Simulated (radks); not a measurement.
The bromine anion Br-, [Kr], held by a Watson sphere: a shell of charge +1.18 at radius R that stands for the Madelung well of a crystal (potential energy -1.18/R inside, -1.18/r outside, in hartree with lengths in bohr). Method: scalar-relativistic Kohn-Sham, LB94 model potential, spin-polarised, spherical densities, finite nucleus; Fermi nuclear charge, rms radius of each element as measured or else 0.836 A^(1/3) + 0.57 fm; computed with a radial shooting solver on a logarithmic mesh with Libxc functionals. Response by self-consistent Sternheimer equations with the Hartree and adiabatic LDA kernel, the relativistic mass of each level held fixed and spin-orbit coupling left out. The sphere does not respond.

R (bohr)  e(3d) (eV)  e(4s) (eV)  e(4p) (eV)  <r> 4p (bohr)  sum of <r^2> (bohr^2)  X-ray form factor at sin(theta)/lambda = 0.3 1/angstrom  alpha (bohr^3)
2.13         -77.801     -27.359     -14.945          2.072                  43.98                                                   23.898           21.00
2.28         -77.536     -26.980     -14.648          2.092                  44.66                                                   23.891           22.06
2.85         -76.589     -25.666     -13.494          2.154                  46.84                                                   23.892           26.32
3.07         -76.227     -25.212     -13.062          2.172                  47.52                                                   23.896           27.96
3.36         -75.757     -24.656     -12.519          2.192                  48.27                                                   23.901           30.05
4.04         -74.725     -23.519     -11.385          2.223                  49.53                                                   23.908           34.35
4.08         -74.669     -23.459     -11.325          2.224                  49.58                                                   23.908           34.58
4.7          -73.857     -22.613     -10.473          2.239                  50.25                                                   23.910           37.54
